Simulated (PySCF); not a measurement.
**The third ionisation energy along group 13**

Calculated with PySCF 2.14 from differences of total energies of unrestricted determinants, without spin-orbit coupling. Values in eV. The last column holds reference values (NIST; (s) semi-empirical, (t) theoretical, else measured). Unmarked ones compare directly (S terms, centres of terms, or small fine structure); those marked * lie between the lowest fine-structure levels and include a spin-orbit shift.

```
                                                                                    element                       configurations     UHF     LDA     PBE    PBE0  r2SCAN  reference
     B (aug-cc-pVTZ with one added diffuse shell each of s, p, d, f type, non-relativistic)                       [He] 2s1 → 1s2  37.815  37.892  38.282  38.223  37.849     37.931
Al (aug-cc-pV(T+d)Z with one added diffuse shell each of s, p, d, f type, non-relativistic)                      [Ne] 3s1 → [Ne]  28.039  28.806  28.812  28.677  28.376     28.448
   Ga (aug-cc-pVTZ-PP with one added diffuse shell each of s, d, f type with ECP10MDF, ECP)            [Ar] 3d10 4s1 → [Ar] 3d10  29.630  31.862  31.473  31.107  31.298     30.726
      In (aug-cc-pVTZ-PP with one added diffuse shell each of d, f type with ECP28MDF, ECP)            [Kr] 4d10 5s1 → [Kr] 4d10  26.619  29.089  28.659  28.277  28.372     28.044
      Tl (aug-cc-pVTZ-PP with one added diffuse shell each of d, f type with ECP60MDF, ECP)  [Xe] 4f14 5d10 6s1 → [Xe] 4f14 5d10  28.157  30.769  30.304  29.954  30.120     29.852
```

Problem. Which of these methods has the smallest mean absolute error against the measured values here?

Solution. PBE0, with 0.248 eV.

| method | elements | mean error (eV) | mean absolute error (eV) | largest error (eV) |
| --- | --- | --- | --- | --- |
| UHF | 5 | -0.948 | 0.948 | -1.695 |
| LDA | 5 | 0.684 | 0.699 | 1.136 |
| PBE | 5 | 0.506 | 0.506 | 0.748 |
| PBE0 | 5 | 0.248 | 0.248 | 0.381 |
| r2SCAN | 5 | 0.203 | 0.264 | 0.573 |

Errors include the incompleteness of the basis and the frozen core.
